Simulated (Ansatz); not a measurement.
Born–Oppenheimer molecular dynamics of BFH3OSi (7 atoms, charge -1, multiplicity 1). It starts from a relaxed structure.

The calculation used RKS PBE0-D4/6-31G (Ansatz 0.2.0).

* ensemble: NVT, Nosé–Hoover chain
* time step: 0.25 fs
* steps asked: 250
* set temperature: 500 K
* thermostat: time constant 1 fs, chain length 1
* seed: 146856

First frame:

```xyz
7
Properties=species:S:1:pos:R:3
O 1.993 -0.267 1.175
B 0.820 -0.623 0.802
F 0.118 -1.821 1.200
Si -0.424 0.427 -0.484
H 0.142 1.722 -1.055
H -1.764 0.879 0.103
H -0.885 -0.318 -1.740
```

How far do the bonds stretch over the last three quarters of this one trajectory? (Pairs bonded in most of those frames.)


```json
{"bond": "O1–B2", "mean (Å)": "1.279", "spread (Å)": "0.023", "shortest": "1.25", "longest": "1.32"}
{"bond": "B2–F3", "mean (Å)": "1.453", "spread (Å)": "0.097", "shortest": "1.29", "longest": "1.59"}
{"bond": "B2–Si4", "mean (Å)": "2.142", "spread (Å)": "0.052", "shortest": "2.01", "longest": "2.22"}
{"bond": "Si4–H5", "mean (Å)": "1.531", "spread (Å)": "0.048", "shortest": "1.45", "longest": "1.61"}
{"bond": "Si4–H6", "mean (Å)": "1.536", "spread (Å)": "0.005", "shortest": "1.53", "longest": "1.55"}
{"bond": "Si4–H7", "mean (Å)": "1.539", "spread (Å)": "0.024", "shortest": "1.50", "longest": "1.58"}
```

Mean temperature of the second half: 499 K. The conserved energy stayed within 0.065 meV per atom of its start (net change 0.022 meV per atom), so the integration is sound. A run of 0.062 ps of so small a system gives no equilibrium averages. Limits of this set-up: no polarisation functions, an anion without diffuse functions, the dipole of an ion depends on the origin.

Run time: 5.8 min on 1 CPU thread of a shared host.
